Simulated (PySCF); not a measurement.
PySCF input file for Sn(H)4 cation (H₄Sn), SMILES [SnH4] (connectivity only; charge and spin as stated), charge +1, multiplicity 2, TDA-PBE/def2-TZVPD. Coordinates come from a B3LYP-D3(BJ)/def2-TZVPD optimisation. A frequency run showed that this geometry is not a minimum. The spin state was assumed, not searched. The isomer is the one that the SMILES or the coordinates give; other isomers of the formula were not compared. The def2 effective core potentials stand for the cores of Sn; spin–orbit coupling is left out.

```python
import numpy as np
from pyscf import gto, scf, dft, tdscf

mol = gto.M(
    atom='''
    Sn   -0.00000000    0.00000000    0.00000000
    H    -1.15281299    1.15281299   -0.58789038
    H     1.15281299   -1.15281300   -0.58789039
    H    -1.15281299   -1.15281300    0.58789039
    H     1.15281300    1.15281300    0.58789038
    ''',
    basis='def2-TZVPD',
    ecp={'Sn': 'def2-tzvp'},
    charge=1,
    spin=1,
    max_memory=1600,
    verbose=4,
)
mf = dft.UKS(mol, xc='pbe').density_fit(auxbasis='def2-universal-jkfit')
mf.grids.level = 3
mf.conv_tol = 1e-9
mf.max_cycle = 100
mf.kernel()
fine, coarse = mf.grids, dft.Grids(mol).set(level=1).build(with_non0tab=True)
for _ in range(3):  # follow internal instabilities
    mf.grids = coarse
    mo, _, stable, _ = mf.stability(return_status=True, nroots=4)
    mf.grids = fine
    if stable:
        break
    mf.kernel(mf.make_rdm1(mo, mf.mo_occ))
mf.grids = dft.Grids(mol).set(level=1).build(with_non0tab=True)  # coarser grid for the response kernel
td = tdscf.TDA(mf)
td.nstates = 10
td.conv_tol = 1e-4
td.positive_eig_threshold = 1e-6
td.kernel(x0=td.get_init_guess(mf, 15))
td.analyze(verbose=3)
```

It prints:

```
PySCF version 2.14.0

[INPUT] verbose = 4
[INPUT] num. atoms = 5
[INPUT] num. electrons = 25
[INPUT] charge = 1
[INPUT] spin (= nelec alpha-beta = 2S) = 1
[INPUT] symmetry False subgroup None
[INPUT] Mole.unit = angstrom
[INPUT] Symbol           X                Y                Z      unit          X                Y                Z       unit  Magmom
[INPUT]  1 Sn     0.000000000000   0.000000000000   0.000000000000 AA    0.000000000000   0.000000000000   0.000000000000 Bohr   0.0
[INPUT]  2 H     -1.152812990000   1.152812990000  -0.587890380000 AA   -2.178500823941   2.178500823941  -1.110951809466 Bohr   0.0
[INPUT]  3 H      1.152812990000  -1.152813000000  -0.587890390000 AA    2.178500823941  -2.178500842838  -1.110951828364 Bohr   0.0
[INPUT]  4 H     -1.152812990000  -1.152813000000   0.587890390000 AA   -2.178500823941  -2.178500842838   1.110951828364 Bohr   0.0
[INPUT]  5 H      1.152813000000   1.152813000000   0.587890380000 AA    2.178500842838   2.178500842838   1.110951809466 Bohr   0.0

nuclear repulsion = 28.0122667781941
number of shells = 38
number of NR pGTOs = 141
number of NR cGTOs = 92
basis = def2-TZVPD
ecp = {'Sn': 'def2-tzvp'}


******** <class 'pyscf.df.df_jk.DFUKS'> ********
method = DFUKS
initial guess = minao
damping factor = 0
level_shift factor = 0
DIIS = <class 'pyscf.scf.diis.CDIIS'>
diis_start_cycle = 1
diis_space = 8
diis_damp = 0
SCF conv_tol = 1e-09
SCF conv_tol_grad = None
SCF max_cycles = 100
direct_scf = False
number electrons alpha = 13  beta = 12
XC library pyscf.dft.libxc version 7.1.2
    S. Lehtola, C. Steigemann, M. J. T. Oliveira, and M. A. L. Marques,  SoftwareX 7, 1–5 (2018)
XC functionals = pbe
    J. P. Perdew, K. Burke, and M. Ernzerhof,  Phys. Rev. Lett. 77, 3865 (1996)
    J. P. Perdew, K. Burke, and M. Ernzerhof,  Phys. Rev. Lett. 78, 1396 (1997)
    J. P. Perdew, K. Burke, and M. Ernzerhof,  Phys. Rev. Lett. 77, 3865 (1996)
    J. P. Perdew, K. Burke, and M. Ernzerhof,  Phys. Rev. Lett. 78, 1396 (1997)
radial grids:
    Treutler-Ahlrichs [JCP 102, 346 (1995); DOI:10.1063/1.469408] (M4) radial grids

becke partition: Becke, JCP 88, 2547 (1988); DOI:10.1063/1.454033
pruning grids: <function nwchem_prune>
grids dens level: 3
symmetrized grids: False
atomic radii adjust function: <function treutler_atomic_radii_adjust>
small_rho_cutoff = 0
Set gradient conv threshold to 3.16228e-05
tot grids = 61192
init E= -179.734319440806
  alpha nocc = 13  HOMO = -0.729783546375146  LUMO = -0.528193126206182
  beta  nocc = 12  HOMO = -0.803996100783652  LUMO = -0.729783546375145

WARN: HOMO -0.729783546375146 >= LUMO -0.729783546375145

cycle= 1 E= -214.962117310775  delta_E= -35.2  |g|= 1.94  |ddm|= 22.3
  alpha nocc = 13  HOMO = -0.31597300914695  LUMO = -0.146856367227948
  beta  nocc = 12  HOMO = -0.380039176499284  LUMO = -0.30214152893256
  HOMO = -0.315973009147  LUMO = -0.302141528933  gap/eV = 0.37637
cycle= 2 E= -212.481639363646  delta_E= 2.48  |g|= 3.72  |ddm|= 5.95
  alpha nocc = 13  HOMO = -0.489366005384678  LUMO = -0.27184502193315
  beta  nocc = 12  HOMO = -0.537968995876374  LUMO = -0.465410902674368
  HOMO = -0.489366005385  LUMO = -0.465410902674  gap/eV = 0.65185
cycle= 3 E= -216.253757223302  delta_E= -3.77  |g|= 0.133  |ddm|= 2.34
  alpha nocc = 13  HOMO = -0.505892117261743  LUMO = -0.295260186257227
  beta  nocc = 12  HOMO = -0.547911000226396  LUMO = -0.476317595780416
  HOMO = -0.505892117262  LUMO = -0.47631759578  gap/eV = 0.80476
cycle= 4 E= -216.260942107534  delta_E= -0.00718  |g|= 0.016  |ddm|= 0.239
  alpha nocc = 13  HOMO = -0.506375229158104  LUMO = -0.293100919194729
  beta  nocc = 12  HOMO = -0.547497346373598  LUMO = -0.475379136945806
  HOMO = -0.506375229158  LUMO = -0.475379136946  gap/eV = 0.84345
cycle= 5 E= -216.261185727844  delta_E= -0.000244  |g|= 0.00672  |ddm|= 0.0497
  alpha nocc = 13  HOMO = -0.507140125496566  LUMO = -0.294079930982272
  beta  nocc = 12  HOMO = -0.547678289215372  LUMO = -0.475517072394751
  HOMO = -0.507140125497  LUMO = -0.475517072395  gap/eV = 0.86051
cycle= 6 E= -216.261218161385  delta_E= -3.24e-05  |g|= 0.00063  |ddm|= 0.0152
  alpha nocc = 13  HOMO = -0.507133064258529  LUMO = -0.29404039030454
  beta  nocc = 12  HOMO = -0.547418791075908  LUMO = -0.475262158163296
  HOMO = -0.507133064259  LUMO = -0.475262158163  gap/eV = 0.86725
cycle= 7 E= -216.26121887246  delta_E= -7.11e-07  |g|= 0.000106  |ddm|= 0.00289
  alpha nocc = 13  HOMO = -0.507167961798873  LUMO = -0.294059704069014
  beta  nocc = 12  HOMO = -0.547447658617354  LUMO = -0.475280455398754
  HOMO = -0.507167961799  LUMO = -0.475280455399  gap/eV = 0.86770
cycle= 8 E= -216.261218880563  delta_E= -8.1e-09  |g|= 1.39e-05  |ddm|= 0.000294
  alpha nocc = 13  HOMO = -0.50716255076579  LUMO = -0.294054078785271
  beta  nocc = 12  HOMO = -0.547440532337401  LUMO = -0.475274207898267
  HOMO = -0.507162550766  LUMO = -0.475274207898  gap/eV = 0.86773
cycle= 9 E= -216.26121888072  delta_E= -1.58e-10  |g|= 7.6e-07  |ddm|= 3.84e-05
  alpha nocc = 13  HOMO = -0.507162857863197  LUMO = -0.294054256481513
  beta  nocc = 12  HOMO = -0.547440934691463  LUMO = -0.475274571501504
  HOMO = -0.507162857863  LUMO = -0.475274571502  gap/eV = 0.86772
Extra cycle  E= -216.261218880719  delta_E= 1.08e-12  |g|= 6.04e-07  |ddm|= 1.84e-06
converged SCF energy = -216.261218880719  <S^2> = 0.75424085  2S+1 = 2.0042364
tot grids = 17920
uhf_internal: lowest eigs of H = [0.16924869 0.16924996 0.38190493 0.41654018]
<class 'pyscf.df.df_jk.DFUKS'> wavefunction is stable in the internal stability analysis
tot grids = 17920
Overwritten attributes  positive_eig_threshold  of <class 'pyscf.tdscf.uks.TDA'>


******** <class 'pyscf.tdscf.uks.TDA'> for <class 'pyscf.df.df_jk.DFUKS'> ********
nstates = 10
deg_eia_thresh = 1.000e-03
wfnsym = None
conv_tol = 0.0001
eigh lindep = 1e-12
eigh level_shift = 0
eigh max_cycle = 100


Excitation energies (eV)
[2.46445013 2.46445015 5.38420564 6.27765166 6.42368001 6.42368005
 7.37227204 7.42568064 7.42568066 7.49882896]

** Excitation energies and oscillator strengths **
Excited State   1:      2.46445 eV    503.09 nm  f=0.0357
Excited State   2:      2.46445 eV    503.09 nm  f=0.0357
Excited State   3:      5.38421 eV    230.27 nm  f=0.0000
Excited State   4:      6.27765 eV    197.50 nm  f=0.0000
Excited State   5:      6.42368 eV    193.01 nm  f=0.0012
Excited State   6:      6.42368 eV    193.01 nm  f=0.0012
Excited State   7:      7.37227 eV    168.18 nm  f=0.0580
Excited State   8:      7.42568 eV    166.97 nm  f=0.0210
Excited State   9:      7.42568 eV    166.97 nm  f=0.0210
Excited State  10:      7.49883 eV    165.34 nm  f=0.0001
```

The run converged.

Cost: around 50 core-seconds (rough).
